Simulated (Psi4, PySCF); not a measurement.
Approach curve of the dimer F4Si ··· O2S (SMILES F[Si](F)(F)F and O=S=O). Monomers: optimised at B3LYP-D3(BJ) (def2-TZVP), held rigid. Orientation: lowest of the rigid-body minima from ten starts at GFN2-xTB. R is the distance of the centres of mass, along which the second monomer moves. The table gives interaction energies.

```
R / Å       A       B       C
-----  ------  ------  ------
3.17   126.81  133.19   56.87
3.35    67.85   71.43    0.98
3.57    28.35   30.28  -28.90
3.78     9.70   11.10  -36.64
4.01     0.46    1.80  -34.83
4.17    -2.31   -0.92  -31.02
4.50    -3.81   -2.36  -21.64
4.79    -3.36   -2.05  -14.21
5.29    -2.07   -1.23   -5.93
5.97    -0.90   -0.66   -1.85
6.95    -0.29   -0.31   -0.61
8.25    -0.10   -0.12   -0.22
```

Energies in kJ/mol.

Task: Which curve belongs to which method? The methods are B3LYP/def2-TZVP, counterpoise-corrected run with Psi4; PBE/def2-TZVP, counterpoise-corrected (Psi4); restricted MP2 (frozen core)/3-21G, no counterpoise correction (PySCF 2.14.0).

Result: A is PBE/def2-TZVP; B is B3LYP/def2-TZVP; C is RMP2/3-21G.
